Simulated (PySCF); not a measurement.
Potential energy of BiTe along the bond

Set-up: basis Bi def2-SVP with ECP60, Te def2-SVP with ECP28; scalar-relativistic core potentials; PySCF 2.14. Energies in eV from Bi + Te in their ground configurations at the same level. All curves are PBE0. state 1: ²Π (doublet), unpaired electrons π ↑; state 2: ⁴Π (quartet), unpaired electrons π ↑↑↑, a second solution, started from another occupation; state 3: Ms = 0.5 determinant of mixed spin (⟨S²⟩ near 1.8), unpaired electrons π ↑↑↓, a mixture of terms (⟨Lz²⟩ = 3.0), a second solution, started from another occupation; state 4: sextet, unpaired electrons σ ↑, π ↑↑↑↑, a second solution, started from another occupation.

| R (Å) | state 1 | state 2 | state 3 | state 4 |
| --- | --- | --- | --- | --- |
| 2.272 | -0.866 | 1.606 | 1.950 | 7.9549 |
| 2.378 | -1.752 | 0.287 | 0.631 | 5.9092 |
| 2.483 | -2.216 | -0.573 | -0.229 | 4.3729 |
| 2.563 | -2.368 | -0.997 | -0.653 | 3.4775 |
| 2.642 | -2.400 | -1.279 | -0.935 | 2.7538 |
| 2.721 | -2.351 | -1.452 | -1.107 | 2.1703 |
| 2.827 | -2.215 | -1.553 | -1.208 | 1.5661 |
| 2.959 | -1.988 | -1.537 | -1.191 | 1.0217 |
| 3.118 | -1.682 | -1.385 | -1.040 | 0.5887 |
| 3.329 | -1.274 | -1.071 | -0.726 | 0.2534 |

Problem. Put a parabola through the three lowest points of the state 2 curve and estimate Re, k and ωe (reduced mass 80.11 u; 1 eV/Å² = 0.16022 mdyn/Å; ωe = 1302.8·√(k/μ) cm⁻¹).

Solution. Through R = 2.721, 2.827, 2.959 Å the second-order coefficient is 4.51 eV/Å², so Re ≈ 2.880 Å, k ≈ 1.45 mdyn/Å and ωe ≈ 175 cm⁻¹. A polynomial fit of higher order to the unrounded PBE0 energies gives Re = 2.874 Å, k = 1.27 mdyn/Å, ωe = 164 cm⁻¹; anharmonicity and rounding make the difference.

The higher-order fit for each curve: state 2: Re = 2.874 Å, ωe = 164 cm⁻¹, minimum 1.56 eV below the ground-state fragments; state 3: Re = 2.874 Å, ωe = 164 cm⁻¹, minimum 1.22 eV below the ground-state fragments. State 1 gave no clean fit. State 4 gave no clean fit.

⟨S²⟩ of the unrestricted solution departs from its pure value on part of the curve, where spin states mix. Spin–orbit coupling is left out, which matters for elements this heavy, above all for dissociation energies. The state was picked by a PBE0 search and need not be the measured ground state.
